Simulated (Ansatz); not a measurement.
Reaction (ligand exchange at a Ga–S bond): `[SiH3][O][GaH][SH]` + NH₃ → `[NH2][GaH][O][SiH3]` + H₂S

Isolated molecules relaxed with PBE0-D4/def2-TZVP in Ansatz; ΔE leaves out vibrations. CBS: MP2 limit from def2 TZ/QZ plus the TZ coupled-cluster correction, frozen cores. This one scheme is used for every species. DFT in def2-TZVPP. For Ga outer-core shells are correlated without core-valence functions, which leaves a few kJ/mol of doubt a bond. Scalar relativity is left out up to krypton. Each species was taken in one conformer, which may not be the lowest.

`[SiH3][O][GaH][SH]`:

Z-matrix (Å, degrees):
```
Si
O 1 1.629
H 1 1.487 2 110.1
H 1 1.495 2 111.2 3 119.8
H 1 1.487 2 110.1 3 -120.4
Ga 2 1.781 1 139.7 3 -119.5
S 6 2.192 2 116.7 1 -0.0
H 6 1.547 2 118.3 1 180.0
H 7 1.345 6 93.3 2 -0.0
```

NH₃:

Cartesian coordinates in Å:
```
N -0.151 0.120 -0.205
H 0.800 -0.067 -0.498
H -0.098 0.709 0.617
H -0.551 -0.763 0.087
```

`[NH2][GaH][O][SiH3]`:

Cartesian coordinates in Å:
```
N -1.813 1.336 1.164
Ga -0.235 0.473 1.066
O 0.052 -0.217 -0.557
Si 1.178 -1.067 -1.363
H -2.162 1.792 1.988
H -2.441 1.408 0.383
H 0.801 0.302 2.202
H 1.664 -0.293 -2.537
H 2.352 -1.383 -0.496
H 0.603 -2.351 -1.849
```

H₂S:

Cartesian coordinates in Å:
```
S -0.422 0.451 0.045
H 0.918 0.433 0.012
H -0.496 -0.884 -0.057
```

```tsv
level	ΔE (kJ/mol)
PBE0-D4	57.5
r2SCANh-D4	54.8
PBE-QIDH	53.1
LC-ωPBE	45.2
```

Task: What does CCSD(T)/CBS give? (Best estimate.)

Result: The calculation gave: +49.2 kJ/mol. The listed levels differ from it by 8.3, 5.6, 3.9, -4.0 kJ/mol.

Largest T1 diagnostic among the species: 0.014.

The D4 term adds +4.2 kJ/mol with B3LYP and +2.3 kJ/mol with PBE0; it sums over pairs of atoms, weighted by their polarisabilities, and B3LYP, whose exchange is more repulsive, gets the larger term. At CCSD(T), def2-SVP lies −6.2 kJ/mol from the extrapolated value and def2-TZVPP −0.9 kJ/mol. Leaving LDA and LC-ωPBE aside and taking each functional with its dispersion term where it has one, the values, not all of them listed here, spread over 12.1 kJ/mol, from CAM-B3LYP-D4 to revPBE-D4. LDA lies −4.4 kJ/mol from PBE without D4.

B3LYP here is the variant with VWN-RPA as its local correlation; programs differ in this.
